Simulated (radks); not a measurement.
Species: the nitrogen ion N2+. Configuration: [He] 2s2 2p1.

Method: scalar-relativistic Kohn-Sham, BLYP, spin-unpolarised, spherical densities, point nucleus; computed with a radial shooting solver on a logarithmic mesh with Libxc functionals.

Energy parts (hartree):
part                      energy
total                  -52.95840
kinetic                 52.90084
electron-nucleus      -118.43300
Hartree                 18.35377
exchange-correlation    -5.78001

Orbitals (lengths in bohr, moments of r in powers of bohr; r(max) is where P^2 peaks):
\begin{tabular}{lrrrrr}
orbital & occ. & eigenvalue (hartree) & <1/r> & r(max) & <r^2> \\ \hline
1s & 2 & -15.60357 & 6.647 & 0.1482 & 0.07118 \\
2s & 2 & -1.80283 & 1.239 & 0.9530 & 1.629 \\
2p & 1 & -1.38023 & 1.146 & 0.8528 & 1.605 \\
\end{tabular}

The highest occupied level is 2p at -37.558 eV. For comparison, the ionisation energy in NIST's Atomic Spectra Database is 47.445 eV (semi-empirical). In exact Kohn-Sham theory the highest level is minus the ionisation energy, but local and semilocal functionals leave it too shallow, through self-interaction and a potential that decays too fast; potentials with the right tail come closer. Summed over all electrons, <r^2> = 5.006 bohr^2, which gives a Langevin (diamagnetic) susceptibility term of -3.96 x 10^-6 cm^3/mol.

Beside tabulated values, note that spin-unpolarised runs miss the spin-polarisation part of the exchange energy of open shells.
